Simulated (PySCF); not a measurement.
**Do core-level shifts follow atomic charges?**

C4H7NSi.
Geometry (GFN2-xTB, Å), atoms numbered from 1 in this order:
```
atom  x, y, z in Å
C1     1.6043   -0.4560    1.0585
C2     0.9401    0.0463    0.0174
C3     1.2894    1.3236   -0.4853
N4     1.5644    2.3512   -0.9129
C5    -0.2022   -0.6216   -0.6696
Si6   -1.8723    0.0956   -0.0594
H7     2.4063    0.0821    1.5341
H8     1.3610   -1.4261    1.4583
H9    -0.1236   -0.4724   -1.7476
H10   -0.1658   -1.6938   -0.4756
H11   -2.9365   -0.6148   -0.7675
H12   -1.9619   -0.1396    1.3827
H13   -1.9075    1.5260   -0.3507
```

Binding energies: delta-SCF UKS SCAN, pcX-2 on the ionised atom, pcseg-1 elsewhere, spin-free X2C (PySCF). Charges: PBE0/pcSseg-1 ground-state density, for the ionised atom.

```tsv
atom	environment	C 1s (eV)	Mulliken (e)	IAO (e)	Hirshfeld (e)	ESP (e)
C1	terminal =CH2 carbon	290.61	-0.003	-0.288	-0.071	-0.438
C5	sp3 carbon bound to silicon	290.91	-0.397	-0.531	-0.147	-0.299
C2	fully substituted alkene carbon	292.06	-0.401	-0.020	+0.021	-0.063
C3	nitrile carbon	292.10	+0.158	+0.135	+0.081	+0.457
```

Task: Give the correlation coefficient and slope of binding energy on charge for each scheme.

Result: Hirshfeld: r = 0.86, slope 6.6 eV per e; IAO: r = 0.85, slope 2.2 eV per e; ESP: r = 0.85, slope 1.7 eV per e; Mulliken: r = 0.09, slope 0.2 eV per e. On 4 points no scheme stands out.

Task: The point-charge model writes a binding energy as kq + V + constant, with V the potential of the other atoms' charges at the site. What does it give with the Hirshfeld charges?

Result: V = Σ 14.40 eV Å × q/r over all other atoms: +1.60 eV at C1, +2.62 eV at C5, -0.30 eV at C2, -2.14 eV at C3. Fitting binding energy − V to q gives k = 27.3 eV per e and leaves an rms residual of 0.51 eV, against 0.34 eV for the fit on q alone. The model has no term for differences in relaxation between sites.

Geometry: GFN2-xTB, one conformer, isolated molecule.
